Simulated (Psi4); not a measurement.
Complex: HCl (SMILES Cl) (first 2 atoms) with Br2 (SMILES BrBr); geometry from B3LYP-D3(BJ)/def2-TZVP, rigid monomers moved along the line of their centres of mass till Cl1···Br4 is 5.82 Å.
(charge 0, multiplicity 1):
```tsv
atom	x (Å)	y (Å)	z (Å)
Cl	-0.0871	-0.2578	0.0788
H	0.9588	0.4857	0.0741
Br	0.0047	0.3023	8.2070
Br	-0.1077	0.0816	5.8933
```

The numbers are results of SAPT0/aug-cc-pVDZ (Psi4), not measurements.

### Question
Which attractive term is largest, and how does the interaction split up?

### Answer
electrostatics -4.0, exchange 0.0, induction -0.1, dispersion -3.6, total -7.7 meV; the largest attraction is electrostatics.
